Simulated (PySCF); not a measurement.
**Electronic structure of Cl²⁺ (chlorine, charge +2) at the revPBE level**

Configuration: [Ne] 3s2 3p3, high-spin 4S determinant. Computed with PySCF 2.14 in aug-cc-pVTZ-DK, with scalar relativity by spin-free X2C-1e.

- Total energy: -460.1486 hartree
- One-electron energy: -620.5269 hartree
- Hartree (Coulomb) energy: 187.9194 hartree
- Exchange-correlation energy: -27.5412 hartree
- ⟨S²⟩: 3.7503
- ⟨L²⟩: 0.000
- Sum of ⟨r⟩: 11.16 bohr
- Sum of ⟨r²⟩: 15.33 bohr²
- Langevin diamagnetic susceptibility: -12.1 ×10⁻⁶ cm³/mol

```
shell  electrons  mean orbital energy (hartree)  rms radius, mean of both spins (bohr)
 1s α          1                     -102.15805                                  0.105
 1s β          1                     -102.13800                                  0.105
 2s α          1                      -10.31335                                  0.483
 2s β          1                      -10.29450                                  0.483
 2p α          3                       -8.07297                                  0.453
 2p β          3                       -8.04557                                  0.453
 3s α          1                       -1.70654                                   1.55
 3s β          1                       -1.55145                                   1.55
 3p α          3                       -1.21624                                   1.71
```

Densities and radii are taken from the X2C orbitals without a picture-change correction, which distorts them close to the nucleus.
